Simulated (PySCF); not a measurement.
Molecule: 1,1,1-trichlorobutane (SMILES CCCC(Cl)(Cl)Cl).

Geometry (Å), atoms numbered from 1 in this order:
```xyz
14

C     1.985   -0.059   -0.017
C     0.555   -0.584   -0.040
C    -0.436    0.563   -0.239
C    -1.882    0.108   -0.272
Cl   -2.959    1.512   -0.507
Cl   -2.172   -1.029   -1.607
Cl   -2.345   -0.684    1.250
H     2.120    0.651    0.795
H     2.683   -0.879    0.125
H     2.226    0.439   -0.953
H     0.338   -1.094    0.899
H     0.443   -1.306   -0.850
H    -0.331    1.286    0.573
H    -0.224    1.074   -1.182
```

Frames of a GFN2-xTB Langevin trajectory at 300 K; GIAO PBE0/pcSseg-1 shieldings in PySCF 2.14, gas phase, non-relativistic; equivalent atoms averaged within each frame.

Chemical shifts δ = σref − σ; ¹³C (σref 186.93) and ¹H (σref 31.72) against TMS; ³⁵Cl (σref 949.78) against HCl, all at this level. The references are static minima.

How do the shifts (ppm) fluctuate along the trajectory?

Results:


```
         time (fs)     C4    C3    C2    C1  Cl5/Cl6/Cl7  H11/H12  H13/H14  H8/H9/H10
optimised geometry  124.6  61.2  24.7  14.9          469     1.87     2.38       1.06
               250  126.5  57.9  24.6  18.8          482     2.19     1.90       1.76
               425  134.0  67.6  29.1  21.1          513     2.17     2.70       2.00
               625  116.6  60.7  29.3  20.9          463     2.20     2.48       1.36
               800  116.1  63.6  24.7  21.7          491     1.67     3.40       2.38
              1000  136.3  61.8  20.2  12.0          496     1.12     2.58       0.60
    mean of frames  125.9  62.3  25.6  18.9          489     1.87     2.61       1.62
standard deviation    9.4   3.6   3.8   4.0           18     0.47     0.54       0.68
```

5 frames give an uncertainty of the mean of about the standard deviation over 2.2 at best, since frames this close in time may not be independent; classical motion lacks zero-point vibration, and the reference would need the same averaging.
